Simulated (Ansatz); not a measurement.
Isolated molecules relaxed with PBE0-D4/def2-TZVP in Ansatz; ΔE leaves out vibrations. CBS: MP2 limit from def2 TZ/QZ plus the TZ coupled-cluster correction, frozen cores. This one scheme is used for every species. Functionals use def2-TZVPP. B3LYP here is the variant with VWN-RPA as its local correlation; programs differ in this. HSE06 is defined as in plane-wave codes. Each species was taken in one conformer, which may not be the lowest.

Reaction (cleavage of the B–Al bond): `[BH2][AlH][OH]` + `O[Si](O)(O)O` → `BO[Si](O)(O)O` + `[OH][AlH2]`

`[BH2][AlH][OH]`:

```xyz
7

B     1.000   -0.162   -1.150
Al   -0.437   -0.295    0.405
O    -0.816    1.155    1.213
H     2.175   -0.309   -0.960
H     0.701    0.045   -2.293
H    -1.174   -1.635    0.860
H    -1.450    1.203    1.926
```

`O[Si](O)(O)O`:

```xyz
9

O    -0.308   -1.562    0.354
Si    0.000    0.000    0.000
O     1.601    0.098   -0.296
O    -0.315    1.073    1.187
O    -0.979    0.391   -1.245
H     0.362   -2.028    0.857
H     1.995    0.970   -0.242
H    -1.227    1.348    1.286
H    -1.129   -0.290   -1.902
```

`BO[Si](O)(O)O`:

Z-matrix (Å, degrees):
```
Si
O 1 1.644
O 1 1.621 2 109.2
O 1 1.624 2 113.4 3 -115.6
O 1 1.632 2 103.5 3 121.9
B 2 1.346 1 132.2 3 149.9
H 3 0.958 1 117.3 2 38.8
H 4 0.958 1 117.4 2 -70.2
H 5 0.958 1 117.1 2 -171.5
H 6 1.205 2 120.3 1 -1.6
H 6 1.198 2 118.4 1 178.5
```

`[OH][AlH2]`:

Z-matrix (Å, degrees):
```
Al
O 1 1.696
H 1 1.585 2 119.7
H 1 1.577 2 116.0 3 -180.0
H 2 0.956 1 123.4 3 -0.0
```

```
             level  ΔE (kJ/mol)  difference from CCSD(T)/CBS
       LDA (SPW92)       -165.1                         -5.3
            PBE-D4       -156.2                          3.6
         revPBE-D4       -156.0                          3.8
           BLYP-D4       -168.5                         -8.7
         r2SCAN-D4       -164.3                         -4.5
           PBE0-D4       -156.1                          3.7
          B3LYP-D4       -167.9                         -8.1
        r2SCANh-D4       -163.9                         -4.1
        r2SCAN0-D4       -163.6                         -3.8
          HSE06-D4       -156.1                          3.7
          BHLYP-D4       -169.5                         -9.7
      CAM-B3LYP-D4       -170.7                        -10.9
           ωB97X-V       -161.0                         -1.2
           ωB97M-V       -166.3                         -6.5
            B2PLYP       -166.7                         -6.9
          PBE-QIDH       -160.2                         -0.4
               PBE       -154.0                          5.8
            revPBE       -149.7                         10.1
              BLYP       -163.9                         -4.1
            r2SCAN       -163.5                         -3.7
             B3LYP       -164.4                         -4.6
           r2SCANh       -163.2                         -3.4
           r2SCAN0       -162.8                         -3.0
             HSE06       -154.2                          5.6
             BHLYP       -167.1                         -7.3
           LC-ωPBE       -156.0                          3.8
RPA@PBE/def2-TZVPP       -161.0                         -1.2
       HF/def2-SVP       -176.0                        -16.2
      MP2/def2-SVP       -187.0                        -27.2
     CCSD/def2-SVP       -178.2                        -18.4
     HF/def2-TZVPP       -167.9                         -8.1
    MP2/def2-TZVPP       -167.9                         -8.1
   CCSD/def2-TZVPP       -159.9                         -0.1
CCSD(T)/def2-TZVPP       -161.2                         -1.4
     HF/def2-QZVPP       -169.6                         -9.8
    MP2/def2-QZVPP       -167.7                         -7.9
SCS-MP2/def2-QZVPP       -167.1                         -7.3
      HF/CBS(def2)       -169.8                        -10.0
     MP2/CBS(def2)       -166.5                         -6.7
    CCSD/CBS(def2)       -158.6                          1.2
       CCSD(T)/CBS       -159.8                            0
```

Largest T1 diagnostic among the species: 0.012.

At CCSD(T), def2-SVP lies −21.2 kJ/mol from the extrapolated value and def2-TZVPP −1.4 kJ/mol. The D4 term adds −3.5 kJ/mol with B3LYP and −2.0 kJ/mol with PBE0; it sums over pairs of atoms, weighted by their polarisabilities, and B3LYP, whose exchange is more repulsive, gets the larger term. Leaving LDA and LC-ωPBE aside and taking each functional with its dispersion term where it has one, the values, not all of them listed here, spread over 19.2 kJ/mol, from B97M-V to revPBE-D4. LDA lies −11.2 kJ/mol from PBE without D4.
